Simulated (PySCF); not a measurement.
**4-(methylthio)benzyl alcohol (SMILES CSc1ccc(CO)cc1)**

Cartesian coordinates in Å; atom numbers follow the order of the lines, from 1:
```xyz
20

C    -3.6467   -0.5086    0.8449
S    -2.8773   -0.9278   -0.7245
C    -1.2039   -0.4220   -0.5045
C    -0.3329   -0.6459   -1.5829
C     1.0044   -0.2837   -1.4964
C     1.5169    0.3189   -0.3418
C     2.9606    0.7483   -0.2543
O     3.4656    0.7653    1.0515
C     0.6470    0.5374    0.7269
C    -0.6966    0.1727    0.6558
H    -3.6200    0.5739    1.0385
H    -3.1865   -1.0523    1.6831
H    -4.6951   -0.8241    0.7550
H    -0.7123   -1.1177   -2.4931
H     1.6665   -0.4778   -2.3456
H     3.5696    0.1146   -0.9304
H     3.0626    1.7810   -0.6302
H     3.3528   -0.1189    1.4182
H     1.0369    1.0017    1.6359
H    -1.3417    0.3614    1.5146
```

Level of theory: PySCF, quadratic response CAM-B3LYP/aug-cc-pVDZ first hyperpolarisability, Taylor convention, gas phase. Geometry: PBE0-D3(BJ)/def2-SVP.

(1) Give the tensor of the static β(0;0,0) in the axes of these coordinates.

Results:

(1) In au, Taylor convention; rows are the first index (the induced dipole):
```
       xx     yy     zz     xy     xz     yz
x  -371.6   +4.7  +33.3  -90.4  +12.9   +8.0
y   -90.4  +50.7  +13.2   +4.7   +8.0  +17.6
z   +12.9  +17.6  +37.8   +8.0  +33.3  +13.2
```
Norm of βᵢ = ⅓ Σⱼ (βᵢⱼⱼ + βⱼᵢⱼ + βⱼⱼᵢ): 341.6 au, hyper-Rayleigh value 159.1 au.
